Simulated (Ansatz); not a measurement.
Te(SeH)(SiH3) (H₄SeSiTe), SMILES [SeH][Te][SiH3].

Geometry: PBE-D3(BJ)/def2-SVP. The structure was generated by enumeration, and PubChem lists no compound with its InChIKey, so it may never have been made. The def2 effective core potentials stand for the cores of Te; spin–orbit coupling is left out. The values are those of a single conformer.

Two levels are set side by side: PBE/def2-SVPD (Ansatz, a first-principles code) and CAM-B3LYP/def2-SVPD (Ansatz). Energy differences of separate SCF runs at the same geometry; the states with an electron removed or added have multiplicity 2 and 2. Differences are taken from unrounded values.

```csv
quantity,CAM-B3LYP
vertical ionisation energy (eV),8.59
vertical electron affinity (eV),0.69
vertical singlet–triplet gap (eV),2.60
```

Question: What does PBE give, and how far is it from CAM-B3LYP? (The exact figures need the calculation; the answer reports its results.)

Answer: 
```tsv
quantity	PBE	PBE minus CAM-B3LYP
vertical ionisation energy (eV)	8.38	-0.21
vertical electron affinity (eV)	0.74	0.05
vertical singlet–triplet gap (eV)	2.43	-0.17
```
